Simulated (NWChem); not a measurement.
Relativistic effects in H₃GeO₃

```xyz
7

O     -0.9452    -1.0261    -0.9528
Ge    -0.1138    -0.0420     0.2764
O     -0.2445     1.6510    -0.2594
O      1.6124    -0.4692     0.1845
H     -1.8441    -0.7179    -1.1205
H      0.3458     2.2360     0.2310
H      1.7586    -1.4196     0.2660
```
Charge 0, spin multiplicity 2.

Everything below was run with NWChem. All single points use one geometry, from UPBE0/def2-SVP, a minimum by its harmonic frequencies. It is one conformer; others weren't searched.

Functional PBE, all-electron basis x2c-SVPall-2c, contracted for the X2C Hamiltonian and used here with ZORA. The ion keeps the geometry and has multiplicity 1 in the scalar run; the spin-orbit run starts from the same electron counts.

Costs are rough ratios of processor time within this set of runs, SCF included, with scalar ZORA as 1.

The structure started from a generated list of species. No SCF solution was tested for a lower state.

| Hamiltonian | ΔSCF ionisation energy (eV) | relative cost |
|---|---|---|
| scalar ZORA | 8.31 | 1 |
| spin-orbit ZORA | 8.31 | under 3 |

From scalar ZORA to spin-orbit ZORA the ionisation energy stays essentially unchanged.
